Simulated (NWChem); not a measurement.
Molecule: CH₆BFN₂; SMILES C(F)B(N)N

```xyz
11

N      0.7334    -1.7697    -0.0034
B     -0.0128    -0.5667     0.0007
N     -1.4190    -0.5145     0.0017
C      0.7577     0.8320     0.0061
F     -0.1301     1.8977    -0.0036
H      1.7423    -1.7906    -0.0044
H      0.3153    -2.6892    -0.0052
H     -2.0381    -1.3116    -0.0016
H     -1.8812     0.3844     0.0028
H      1.4215     0.9271    -0.8736
H      1.4034     0.9287     0.8992
```
Atoms are numbered in this order, from 1.

Structure relaxed at the PBE0/def2-SVP level.

Q: Give the principal values of the shielding tensors (ppm) of N1, B2, N3, C4, F5 from PBE/pcSseg-1, GIAO (NWChem), with their diamagnetic and paramagnetic parts as GIAO splits them.

A: 
| atom | σ11 | σ22 | σ33 | isotropic | diamagnetic | paramagnetic |
|---|---|---|---|---|---|---|
| N1 | 161.3 | 210.1 | 249.5 | 207.0 | 316.9 | -109.9 |
| B2 | 40.7 | 57.9 | 110.2 | 69.6 | 195.0 | -125.4 |
| N3 | 142.1 | 215.6 | 235.3 | 197.7 | 317.1 | -119.4 |
| C4 | 55.8 | 72.3 | 173.4 | 100.5 | 245.7 | -145.2 |
| F5 | 434.3 | 473.1 | 488.6 | 465.3 | 474.7 | -9.4 |
